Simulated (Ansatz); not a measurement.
Species: C8H7FSSi, SMILES `Fc1cc([SiH3])cc2sccc12` (charge 0, multiplicity 1).

Problem. Give a relaxed geometry from Ansatz (a program for electronic structure) with PBE-D3(BJ)/def2-SVP.

Solution. the end point of this relaxation (outside a Z-matrix the atoms follow the SMILES, hydrogens last).
Z-matrix (Å, degrees):
```
C
C 1 1.4070
H 2 1.1002 1 120.24
C 2 1.4066 3 120.73 1 -179.96
C 4 1.4237 2 119.58 3 179.93
C 5 1.3898 4 120.53 2 0.02
F 6 1.3470 5 120.12 4 -179.98
H 5 1.1007 6 117.98 7 -0.02
C 6 1.4135 7 118.44 5 -179.98
C 9 1.4368 6 130.01 7 0.00
C 10 1.3739 9 112.00 6 179.99
H 10 1.0973 11 124.11 9 -179.99
H 11 1.0974 10 127.61 12 0.01
S 11 1.7451 13 119.01 10 -179.97
Si 4 1.8869 2 120.38 3 -0.27
H 15 1.5041 4 108.92 2 2.18
H 15 1.5060 16 109.35 3 -122.88
H 15 1.5063 16 109.19 17 -117.54
```
